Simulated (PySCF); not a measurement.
F2S, charge +1, doublet, at a GFN2-xTB geometry (a state made from the parent by changing its charge; the spin is typed, not shown lowest), atoms displaced at random by about 0.1 Å a coordinate.

Here is a job for PySCF.
```python
from pyscf import gto, scf
from pyscf.geomopt import geometric_solver

mol = gto.M(
    atom='''
F    -1.216593   -0.352052   -0.271505
S     0.020087    0.496894   -0.131835
F     1.279379   -0.502448    0.059650
''',
    basis='3-21g',
    charge=1,
    spin=1,
    verbose=3,
)

def method(m):
    mf = scf.UHF(m)
    return mf

conv, mol_eq = geometric_solver.kernel(method(mol), maxsteps=100)
print('optimisation converged:', conv)
print(mol_eq.tostring(format='xyz'))
mf = method(mol_eq)
mf.kernel()
```

Problem. Predict the total energy at the end of the optimisation from PySCF with HF/3-21G.

Solution. -592.9074 Eh

Problem. What is the computed <S^2> (HF/3-21G)?

Solution. 0.758

Problem. What nuclear repulsion energy does HF/3-21G give?

Solution. 113.2820 Eh

Problem. Predict the Mulliken (on the basis functions themselves) charges in atom order from HF/3-21G.

Solution. F1 -0.31, S2 1.61, F3 -0.31

Problem. What is the computed number of basis functions (HF/3-21G)?

Solution. 31

Problem. Give the HOMO energy at the level HF/3-21G.

Solution. -22.21 eV

These values belong to the state on which the SCF converged, which isn't shown to be the lowest.
